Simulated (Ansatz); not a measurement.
Geometry optimisation, RKS PBE0-D4/6-31G* in Ansatz 0.2.0.

The input (input.yaml):

```yaml
crystal:
  periodic: [false, false, false]
  atoms:
    - { symbol: B, position_ang: [0.0, 0.0, 0.0] }
    - { symbol: Cl, position_ang: [0.0, 0.0, 2.21] }
    - { symbol: H, position_ang: [1.0305, 0.0, -0.595] }
    - { symbol: Cl, position_ang: [-1.6108, 0.0, -0.93] }
    - { symbol: S, position_ang: [-0.2805, -2.0593, 0.6906] }
    - { symbol: H, position_ang: [-0.8397, -2.8254, -0.3392] }
    - { symbol: H, position_ang: [-0.1737, -1.2753, 1.8263] }
basis:
  gaussian: { orbitals: "6-31G*" }
hamiltonian:
  xc: pbe0
  dispersion: d4
relax:
  f_tol: 0.15
  max_steps: 25
  restrain:
    - { distance: [0, 4], at: 3.09, k: 30.0 }
    - { distance: [6, 1], at: 2.57, k: 30.0 }
    - { distance: [0, 1], at: 1.86, k: 30.0 }
    - { distance: [6, 4], at: 1.4, k: 30.0 }
```

Launched with:

```bash
$ ansatz run input.yaml --threads 1 --pin off --max-ram 2048MiB --backend cpu --events-out ev --progress --plain --runs-dir out
```

Task: Where does it end, and by what steps?

Result: The run converged. The restraints hold the end off the free minimum; the threshold counts their pulls, which the force column leaves out. Restrained pairs: B1–S5 (2.19 → 3.08 Å), Cl2–H7 (1.34 → 2.58 Å), B1–Cl2 (2.21 → 1.82 Å), S5–H7 (1.38 → 1.38 Å). After 7 steps the energy has fallen by 3.967 eV (the restraints' own energy left out); S5 moved furthest, 0.77 Å.

```
step  energy less start (eV)  largest force component (eV/Å)  accepted
   0                  0.0000                           5.844       yes
   1                 -0.4251                           3.240       yes
   2                 -0.8993                           4.487       yes
   3                 -2.0694                           3.757       yes
   4                 -3.3079                           1.883       yes
   5                 -3.8455                           1.399       yes
   6                 -3.8947                           1.369       yes
   7                 -3.9675                           1.131       yes
```

```xyz
7
Properties=species:S:1:pos:R:3
B 0.006 0.300 0.037
Cl -0.063 0.595 1.833
H 1.063 0.204 -0.493
Cl -1.456 0.394 -0.895
S 0.094 -2.728 0.622
H -1.123 -2.971 0.110
H -0.397 -1.954 1.648
```

The run took 17 s on 1 thread of Intel(R) Xeon(R) 6975P-C (Granite Rapids), on a shared host, peak memory 0.18 GiB.
